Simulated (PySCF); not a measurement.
# What a mistake does to a calculation on H4NO2Si anion

All numbers below are calculated, not measured. They come from PySCF 2.14.0, an open-source quantum chemistry program, on an isolated molecule that a program drew, which may never have been made. The molecule is H4NO2Si anion (charge -1, singlet), drawn as the SMILES string `N[Si-](O)O`.

Each row is a Hartree-Fock (HF) and frozen-core CCSD(T) single point in the aug-cc-pV(D+d)Z basis, meant for a local HF minimum. Run 1 is clean. Each other run has one planted mistake out of seven kinds, and not every kind appears here: one electron removed, one electron added, multiplicity raised by two, geometry at a saddle point, minimal basis STO-3G, one bond length entered in bohr, all coordinates scaled. The reference is restricted for singlets and unrestricted otherwise, and also for a bond in bohr. Adding or removing an electron swaps singlet and doublet. Electrons count all cores. HOMO and LUMO are orbital energies over both spins, the gradient is its largest component, and the lowest frequency (negative if imaginary) is given only where the gradient is small. Bond lengths are over the 7 bonds as drawn. T1 is the CCSD diagnostic: over 0.02 (restricted) or 0.045 (unrestricted) a single reference is doubtful.

Geometry of the clean run:
```xyz
8
H4NO2Si anion, angstrom
N    -0.6396    1.7550   -2.6926
Si   -0.0910    1.8702   -0.9292
O    -0.9357    0.4423   -0.4285
O     1.5159    1.3048   -1.2481
H    -1.6251    1.9363   -2.7841
H    -0.1814    2.4430   -3.2662
H    -0.9536   -0.2016   -1.1212
H     1.5189    0.6693   -1.9487
```

| run | electrons | basis functions | <S^2> | HOMO (eV) | LUMO (eV) | gradient (hartree/bohr) | lowest frequency (cm^-1) | mean bond (Å) | longest bond (Å) | T1 | HF (hartree) | CCSD(T) (hartree) | mistake |
|---|---|---|---|---|---|---|---|---|---|---|---|---|---|
| 1 | 42 | 137 | 0.000 | -2.10 | 3.97 | 1.9e-05 | 161 | 1.3172 | 1.850 | 0.0180 | -495.56728 | -496.32699 | no fault |
| 2 | 41 | 137 | 0.759 | -10.83 | -0.15 | 9.8e-02 | - | 1.3172 | 1.850 | 0.0181 | -495.53494 | -496.25683 | one electron removed |
| 3 | 42 | 137 | 0.000 | -2.41 | 3.84 | 3.0e-02 | - | 1.5524 | 3.497 | 0.0219 | -495.46915 | -496.23684 | one bond length entered in bohr |
| 4 | 42 | 137 | 0.000 | -1.67 | 4.13 | 5.8e-06 | -248 | 1.3182 | 1.809 | 0.0197 | -495.51449 | -496.28956 | ? |

**Which mistake was planted in run 4, and what did it cost?**

The gradient is small, so the point is stationary, but the lowest frequency is imaginary (-248 cm^-1). So the mistake is: geometry at a saddle point. Subtracting run 1 and multiplying by 627.51 kcal/mol a hartree, the energy moved by 33.1 kcal/mol in HF and 23.5 kcal/mol in CCSD(T).

